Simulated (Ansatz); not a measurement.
Wavefunction ladder for C2HF5 (`FC(F)C(F)(F)F`)

Cartesian coordinates in Å:
```
F -1.5806 -0.7495 0.0157
C -0.5120 -0.1811 -0.5640
F -0.8929 0.9607 -1.1575
C 0.5286 0.1419 0.5166
F 0.9137 -0.9832 1.1149
F 0.0396 0.9669 1.4306
F 1.5947 0.7066 -0.0460
H -0.0911 -0.8622 -1.3102
```

The species carries charge 0 and has multiplicity 1. Geometry: relaxed with PBE0-D4/def2-TZVP. Frozen core, restricted reference, the Gaussian-basis code of Ansatz. CBS rows extrapolate triple and quadruple zeta; past MP2 they add the triple-zeta difference.

| basis | HF (Eh) | MP2 corr. | CCSD corr. | (T) | CCSD(T) total |
| --- | --- | --- | --- | --- | --- |
| def2-SVP | -573.05680 | -1.17296 | -1.19551 | -0.02354 | -574.27585 |
| def2-TZVPP | -573.77205 | -1.55124 | -1.56072 | -0.04954 | -575.38231 |
| def2-QZVPP | -573.79668 | -1.69368 | – | – | – |
| CBS(def2) | -573.80007 | -1.79919 | -1.80867 | as TZ | -575.65828 |
